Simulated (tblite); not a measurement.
Compound: C₂HBF (doublet state).
Bonds: C1–C2 (triple), C2–B3, B3–F4. Hydrogens: H5 on C1.
Bond orders are those of one Lewis drawing.

Computed with GFN2-xTB (tblite), gas phase: L-BFGS steps from a force-field or distance-geometry start until the largest atomic force falls under 0.01 eV/Å.

Step 13: E = -289.4337 eV
```
atom  x, y, z in Å  |  force x, y, z in eV/Å
C1      1.2490   -0.3914   -0.0669    0.128   0.082  -0.007
C2      0.0758   -0.0581    0.0154   -0.025  -0.026   0.003
B3     -1.3810   -0.0213    0.1123    0.134  -0.035  -0.010
F4     -2.2330    0.9680    0.1879   -0.042   0.021   0.003
H5      2.2978   -0.4942   -0.1370   -0.195  -0.042   0.012
```

Step 14: E = -289.4347 eV
```
atom  x, y, z in Å  |  force x, y, z in eV/Å
C1      1.2520   -0.3886   -0.0671   -0.024   0.087   0.003
C2      0.0769   -0.0594    0.0156    0.042   0.003  -0.002
B3     -1.3770   -0.0161    0.1120    0.044  -0.028  -0.004
F4     -2.2400    0.9654    0.1882    0.016  -0.013  -0.002
H5      2.2968   -0.4983   -0.1372   -0.079  -0.050   0.004
```

Step 15: E = -289.4350 eV
```
atom  x, y, z in Å  |  force x, y, z in eV/Å
C1      1.2528   -0.3869   -0.0671   -0.068   0.083   0.006
C2      0.0778   -0.0578    0.0157    0.051   0.011  -0.002
B3     -1.3747   -0.0147    0.1118   -0.014  -0.009   0.001
F4     -2.2424    0.9635    0.1883    0.038  -0.031  -0.003
H5      2.2951   -0.5011   -0.1372   -0.006  -0.054  -0.001
```

Q: Estimate the geometry and energy of step 16. (The exact step hangs on the optimiser's Hessian estimate; all steps are aligned on step 15, rigid shifts and turns removed.)

A: E = -289.4354 eV, largest force 0.083 eV/Å
```
atom  x, y, z in Å  |  force x, y, z in eV/Å
C1      1.2531   -0.3841   -0.0670   -0.052   0.065   0.004
C2      0.0788   -0.0549    0.0159    0.016   0.023   0.000
B3     -1.3725   -0.0139    0.1116   -0.058  -0.003   0.004
F4     -2.2440    0.9609    0.1883    0.041  -0.031  -0.003
H5      2.2931   -0.5051   -0.1372    0.053  -0.054  -0.005
```

The energy changes by -0.0004 eV. The first-order estimate −F·Δx gives -0.0005 eV and the mean of the old and new forces, exact on a quadratic surface, -0.0004 eV. The step makes an angle of 60° with the force vector and moves no atom by more than 0.004 Å.

The cost below is that of the whole relaxation. The run took under 0.1 s of wall time on one thread, Arm Neoverse V1 (aarch64), shared host.
